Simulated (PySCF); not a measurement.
CH3BrTe. Atoms are numbered in the order given.

```xyz
6

Te     0.3859     0.8394     0.0000
Br    -0.1150    -1.6286     0.0000
C     -1.6732     1.4448     0.0000
H     -2.1662     1.0703     0.9049
H     -2.1662     1.0703    -0.9049
H     -1.6726     2.5450     0.0000
```

Geometry optimised at PBE0-D3(BJ)/def2-SVP. The def2 effective core potentials stand for the cores of Te; spin–orbit coupling is left out.

Calculation: TDDFT-LC-ωPBE/def2-SVPD run with PySCF 2.14.0.

Vertical excitations. The molecule is in vacuum. State labels are in the subgroup Cs.

Computed UV-visible absorptions:
```json
[
 {"state": "S1", "symmetry": "A\"", "energy (eV)": "2.30", "λ (nm)": "539", "f": "0.001", "main pairs": "HOMO→LUMO 97 %"},
 {"state": "S2", "symmetry": "A'", "energy (eV)": "4.61", "λ (nm)": "269", "f": "0.011", "main pairs": "HOMO−1→LUMO 94 %"},
 {"state": "S3", "symmetry": "A\"", "energy (eV)": "4.62", "λ (nm)": "268", "f": "0.000", "main pairs": "HOMO→LUMO+1 65 %, HOMO→LUMO+5 24 %"},
 {"state": "S4", "symmetry": "A\"", "energy (eV)": "5.31", "λ (nm)": "233", "f": "0.001", "main pairs": "HOMO−2→LUMO 88 %"},
 {"state": "S5", "symmetry": "A'", "energy (eV)": "6.17", "λ (nm)": "201", "f": "0.089", "main pairs": "HOMO−3→LUMO 73 %, HOMO−4→LUMO 20 %"},
 {"state": "S6", "symmetry": "A\"", "energy (eV)": "6.25", "λ (nm)": "198", "f": "0.091", "main pairs": "HOMO→LUMO+3 71 %, HOMO→LUMO+2 15 %"},
 {"state": "S7", "symmetry": "A\"", "energy (eV)": "6.83", "λ (nm)": "181", "f": "0.004", "main pairs": "HOMO→LUMO+2 70 %"},
 {"state": "S8", "symmetry": "A'", "energy (eV)": "6.98", "λ (nm)": "178", "f": "0.141", "main pairs": "HOMO→LUMO+4 90 %"},
 {"state": "S9", "symmetry": "A\"", "energy (eV)": "7.22", "λ (nm)": "172", "f": "0.002", "main pairs": "HOMO→LUMO+5 61 %, HOMO→LUMO+1 24 %"},
 {"state": "S10", "symmetry": "A'", "energy (eV)": "7.38", "λ (nm)": "168", "f": "0.090", "main pairs": "HOMO−4→LUMO 39 %, HOMO−1→LUMO+1 24 %, HOMO−3→LUMO 10 %, HOMO→LUMO+4 7 %"},
 {"state": "T1", "symmetry": "A\"", "energy (eV)": "1.61", "λ (nm)": "770", "f": "0", "main pairs": "HOMO→LUMO 95 %"},
 {"state": "T2", "symmetry": "A'", "energy (eV)": "3.97", "λ (nm)": "312", "f": "0", "main pairs": "HOMO−1→LUMO 91 %"},
 {"state": "T3", "symmetry": "A\"", "energy (eV)": "3.97", "λ (nm)": "312", "f": "0", "main pairs": "HOMO→LUMO+1 62 %, HOMO→LUMO+5 28 %"},
 {"state": "T4", "symmetry": "A\"", "energy (eV)": "4.70", "λ (nm)": "264", "f": "0", "main pairs": "HOMO−2→LUMO 90 %"}
]
```
Triplets are in the Tamm–Dancoff approximation, which puts them higher than full response would, so one can lie above its singlet here.
